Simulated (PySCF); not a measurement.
# Simulated characterisation data

[PySCF 2.14: σ from GIAO-PBE0/pcSseg-1; GFN2-xTB geometry; rapidly exchanging positions averaged; no solvent; no relativistic terms; one conformer]

References, each an isolated molecule treated in the same way: ¹H (31.72 ppm) and ¹³C (186.93 ppm) against TMS. Splittings of carbon signals by F and P are missing where no couplings were computed. Where no couplings were computed, multiplicities follow the n + 1 count of equivalent neighbours, and m marks all less simple cases (inequivalent or close neighbours, rings, F or P nearby). Shifts are as computed. Against solution values, carbons near 30 ppm lie about +3 ppm off and those near 130 ppm about +5 ppm. Of 1211 compounds with measured shifts, 218 miss one by over three times the rms of a fit or turn the order of signals round; such compounds aren't used in these exercises.

Compound 1 (C5H6NOPSi). ¹H NMR (500 MHz, computed): δ 11.17 (m, 1H), 10.26 (m, 1H), 9.86 (m, 1H), 4.76 (s, 3H). ¹³C{¹H} NMR (computed): δ 202.5 (CH), 192.3 (CH), 184.3 (C), 160.5 (CH), 144.7 (C). Structure: SMILES O=Cc1pcncc1[SiH3].

Compound 2 (C8H9N). ¹H NMR (500 MHz, computed): δ 8.91 (d, 2H), 7.25 (d, 2H), 6.05 (m, 1H), 5.51 (m, 1H), 5.20 (m, 1H), 3.38 (d, 2H). ¹³C{¹H} NMR (computed): δ 156.3 (CH), 155.1 (C), 148.4 (CH), 128.6 (CH), 120.5 (CH2), 47.6 (CH2). Structure: `C=CCc1ccncc1`.
